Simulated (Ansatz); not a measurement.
Cost and result for the atomization energy of CH8AlNSi2, SMILES `C=N[SiH2][AlH][SiH3]` (13 atoms, 12 bonds).

Z-matrix (Å, degrees):
```
Si
N 1 1.750
Al 1 2.462 2 106.2
H 1 1.504 2 111.8 3 122.4
H 1 1.489 2 106.7 3 -120.7
C 2 1.258 1 125.3 3 -112.4
Si 3 2.457 1 117.5 2 18.9
H 3 1.592 1 121.0 2 -161.0
H 6 1.102 2 124.2 1 -2.5
H 6 1.096 2 120.3 1 177.6
H 7 1.493 3 109.5 1 -82.3
H 7 1.491 3 111.1 1 35.7
H 7 1.491 3 113.8 1 157.4
```

The species carries charge 0 and has multiplicity 1. The structure was optimised at the PBE0-D4/def2-TZVP level. It is one conformer, not always the lowest. Program: Ansatz. All runs use 4 threads of an Arm Neoverse V1 on a shared host. Times are those of one run each, without the atoms' runs, and a repeat can differ threefold. Electronic energies, without spin–orbit coupling; frozen cores. CCSD(T)/CBS adds CCSD(T) − MP2 in def2-TZVPP to the MP2 limit, and its time is that of the two runs behind it. T1 = 0.014. B3LYP takes the VWN-RPA correlation (the form of Gaussian; ORCA's B3LYP/G).

CCSD(T)/CBS is a level of theory with its own doubt, some kJ/mol a heavy atom from the limit and from the frozen cores, so smaller differences don't rank the functionals.

```
                             level  functions  wall time  atomization (kJ/mol)  difference from CCSD(T)/CBS  per bond
   PBE-D4/def2-TZVPP (with forces)        300      3.8 s                4084.9                         22.2       1.8
                PBE0-D4/def2-TZVPP        300        5 s                4036.3                        -26.4      -2.2
r2SCAN-D4/def2-TZVPP (with forces)        300      7.5 s                4058.4                         -4.3      -0.4
 B3LYP-D4/def2-TZVPP (with forces)        300        8 s                4071.7                          9.0       0.7
                 B2PLYP/def2-TZVPP        300      8.5 s                4006.2                        -56.5      -4.7
                ωB97X-V/def2-TZVPP        300       13 s                4098.1                         35.4       2.9
  ωB97M-V/def2-TZVPP (with forces)        300       18 s                4063.1                          0.4       0.0
                    MP2/def2-QZVPP        564       37 s                4011.6                        -51.1      -4.3
                CCSD(T)/def2-TZVPP        300    4.3 min                3949.1                       -113.6      -9.5
                 CCSD(T)/CBS(def2)          –    4.9 min                4062.7                          0.0       0.0
```

From PBE to PBE0 (25 % exact exchange), in def2-TZVPP and without D4, the atomization energy moves by −44.8 kJ/mol: exact exchange takes away binding that semilocal exchange gives to molecules. The D4 term adds +46.5 kJ/mol with B3LYP and +25.0 kJ/mol with PBE0; it sums over pairs of atoms, weighted by their polarisabilities, and B3LYP, whose exchange is more repulsive, gets the larger term. In def2-TZVPP, CCSD(T) changes the Hartree–Fock value by +991.4 kJ/mol (the triples alone add +53.9 kJ/mol) and MP2 by +986.1 kJ/mol; breaking electron pairs costs correlation energy, which Hartree–Fock lacks.
